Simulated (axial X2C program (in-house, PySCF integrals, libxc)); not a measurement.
The numbers below are computed, except where a source is named.
# AsS⁻: input and output

Program: an axial X2C code built on PySCF integrals.

Input file and command:
```json
{"zs": [33, 16], "q": -1, "bas": ["dyall-acv3z", "dyall-av3z"], "levels": ["PBE0", "HF", "LDA"], "cc": true, "r0": 2.08, "thr": -2.0, "nmax": 90, "npts": 10, "nst": 2, "ntry": 6}
```
```bash
python so2c.py task.json out
```

Keys: zs atomic numbers; q charge; bas basis sets; levels methods; cc coupled cluster on or off; r0 starting distance in Å; thr threshold in hartree for freezing inner shells (an s shell follows its p shell); nmax most natural virtual spinors; npts points on the curve; nst determinants followed; ntry starts of the search. HF also brings MP2.

Output of the HF step, without spin–orbit coupling, at R = 2.123 Å for the state M_S = 1, Λ = 0. It starts from PBE0 orbitals of this distance.

```
spin-free X2C-1e  HF
basis functions 181  fitting functions 982  grid points 5077
iter        total energy     max residual
   1      -2657.754112717     2.47e-01
   2      -2657.780605123     1.05e-02
   3      -2657.782323882     1.18e-02
   4      -2657.782787269     7.69e-03
   5      -2657.782929588     9.51e-04
   6      -2657.782979566     2.10e-03
   7      -2657.782995068     7.96e-04
   8      -2657.782998610     1.40e-04
   9      -2657.782999166     1.46e-04
  10      -2657.782999270     4.42e-05
  11      -2657.782999286     8.69e-06
  12      -2657.782999289     9.11e-06
  13      -2657.782999290     2.43e-06
converged
one-electron -3971.87165293  Coulomb 1290.56436072  exact exchange -108.08454710  xc functional 0.00000000  nuclear repulsion 131.60884002
correlated 12  virtual 262  natural virtual 90  E(MP2) -0.290355835  MP2 remainder -0.012509522
iter   CCSD correlation   residual
   1     -0.292236068   1.28e-01
   2     -0.300754660   4.86e-02
   3     -0.302903454   2.25e-02
   4     -0.303134378   1.07e-02
   5     -0.303316857   5.13e-03
   6     -0.303323849   1.95e-03
   7     -0.303327246   5.46e-04
   8     -0.303329056   1.57e-04
   9     -0.303326747   4.80e-05
  10     -0.303327019   1.82e-05
  11     -0.303326832   6.90e-06
  12     -0.303326941   2.92e-06
  13     -0.303326940   1.15e-06
(T) -0.017039699  T1 0.0348  D1 0.0734  max T2 0.049
```
Energies are in hartree; totals compare only within one Hamiltonian and basis. T1 in the output is the amplitude norm over the root of the electron number; divide by √2 for the Lee–Taylor value. The determinant is spin-polarised beyond a pure state at some levels (its spin-free form has ⟨S²⟩ too high), which makes Re and μ there less reliable.
